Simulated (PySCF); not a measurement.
## How methods differ on the ionisation energy of Bi

Bi [Xe] 4f14 5d10 6s2 6p3 (4S) → Bi+ [Xe] 4f14 5d10 6s2 6p2 (3P), as a difference of total energies. Computed with PySCF 2.14 in x2c-TZVPPall with one added diffuse shell each of s, p, d, f type (12s8p7d4f, 99 functions), with the spin-free X2C one-electron Hamiltonian (Gaussian nucleus). Correlated levels: valence and next inner shell: [Kr] 4d10 4f14 frozen. The calculations carry no spin-orbit coupling.

Order these methods by the ionisation energy they give, lowest first.
A. MP2 (valence and next inner shell)
B. SCS-MP2 (valence and next inner shell)
C. CCSD(T) (valence and next inner shell)
D. CCSD (valence and next inner shell)

B (8.569 eV), D (8.648 eV), C (8.678 eV), A (8.750 eV).

Spin-orbit coupling is strong in these open shells (close to jj coupling). The scalar numbers leave it out and a first-order estimate fails, so it can dominate the gap to the real levels.

Errors of the correlated levels include the incompleteness of this basis and the frozen core.

For comparison: 7.286 eV (measured; NIST Atomic Spectra Database, ionization energies).
